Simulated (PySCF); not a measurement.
Cd(Br)(Et) (C2H5BrCd), SMILES C[CH2][Cd][Br].

Geometry optimised at B3LYP-D3(BJ)/def2-SVP. The structure was generated by enumeration; whether it is a known compound was not checked. The def2 effective core potentials stand for the cores of Cd; spin–orbit coupling is left out. Other conformers were not sampled.

These are PBE/def2-TZVP in PySCF values and carry that method's errors.

- total energy: -2820.72188 hartree
- point group: Cs
- highest occupied level: -6.54 eV
- lowest empty level: -1.85 eV
- orbital gap: 4.69 eV
- dipole moment: 3.43 D
- quadrupole, principal values (traceless, Buckingham form, about the centre of nuclear charge): -4.65, 2.08, 2.57 D·Å
- mean static polarisability: 82.4 bohr³ (12.21 Å³)
- polarisability, principal values: 59.1, 62.4, 125.8 bohr³
